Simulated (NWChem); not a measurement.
# Total energies of phosphoric acid (H3O4P)

SMILES: OP(O)(=O)O
```xyz
8

O      0.4871     0.0867     1.4956
P      0.0953    -0.0025    -0.0820
O      1.2280    -0.0322    -1.0566
O     -0.9113    -1.2820    -0.0880
O     -0.9577     1.2315    -0.2187
H      1.2783     0.6506     1.6007
H     -0.3992    -2.0952    -0.2653
H     -1.0786     1.4500    -1.1635
```
Charge 0, spin multiplicity 1.

The numbers come from NWChem runs, not from measurements. The geometry was optimised at PBE/def2-SVP, a minimum by its harmonic frequencies. It is one conformer; others weren't searched.

Basis set: 6-311G** (116 functions).

```tsv
method	total energy (Ha)	relative cost
RHF	-642.12498	1
MP2	-643.05010	under 3
B2PLYP	-643.88368	under 3
PBE	-643.78698	under 3
B3LYP	-644.26696	under 3
M06-2X	-644.12268	under 3
```

Total energies of different functionals aren't comparable as a measure of quality: only differences taken within one method are. Costs are rough ratios of processor time within this set of runs, SCF included, with RHF as 1.

The correlated methods keep 9 core orbitals frozen. B3LYP has NWChem's definition, with VWN1-RPA local correlation. The Pople sets run with spherical d functions.
